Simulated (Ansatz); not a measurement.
All numbers were calculated with Ansatz.

A structure relaxed at PBE0-D4/def2-TZVP, charge 0, multiplicity 1:

```xyz
10

Si    0.805   -1.276   -0.431
C    -0.171    0.307   -0.624
O     0.486    1.513   -0.172
Ge   -0.957    1.163    0.887
H     1.988   -1.291   -1.334
H     1.272   -1.393    0.975
H    -0.072   -2.432   -0.763
H    -0.720    0.437   -1.561
H    -2.065    2.197    0.713
H    -0.567    0.776    2.309
```

Problem. Give its formula and SMILES.

Solution. CH6GeOSi, `[SiH3][CH]1[O][GeH2]1`.

Problem. Summarise the bond lengths by kind.

Solution. 1 × C–Si 1.870 Å; 3 × H–Si 1.487 to 1.488 Å; 1 × C–O 1.446 Å; 1 × C–Ge 1.906 Å; 1 × C–H 1.094 Å; 1 × Ge–O 1.824 Å; 2 × Ge–H 1.525 to 1.526 Å.
